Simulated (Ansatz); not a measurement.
C2H2AlF, SMILES `FC#[C][AlH2]`, relaxed with RKS PBE-D4/def2-SVP in Ansatz 0.2.0 from a rough embedded geometry. The force threshold is 0.03 eV/Å; the program also tests the step.

Charge 0, multiplicity 1.

Start:

```xyz
6

F     1.399    2.037    1.967
C     0.795    1.141    1.151
C     0.252    0.351    0.382
Al   -0.560   -0.777   -0.841
H    -2.104   -0.612   -1.310
H     0.219   -2.141   -1.349
```

Task: How much energy does the relaxation release, and in how many steps? (Best estimate.)

Result: Computed: 20.43 kJ/mol, in 4 steps.

Task: Which bonds change most? (An estimate is asked.)

Result: Computed: F1–C2 from 1.354 to 1.280 Å; C3–Al4 from 1.852 to 1.908 Å; Al4–H6 from 1.651 to 1.595 Å; Al4–H5 from 1.623 to 1.595 Å.

Task: Give the relaxed structure. (An estimate is asked.)

Result: The calculation gave: 
```xyz
6

F     1.367    1.990    1.945
C     0.802    1.167    1.144
C     0.258    0.373    0.372
Al   -0.583   -0.848   -0.829
H    -2.084   -0.566   -1.290
H     0.239   -2.115   -1.342
```
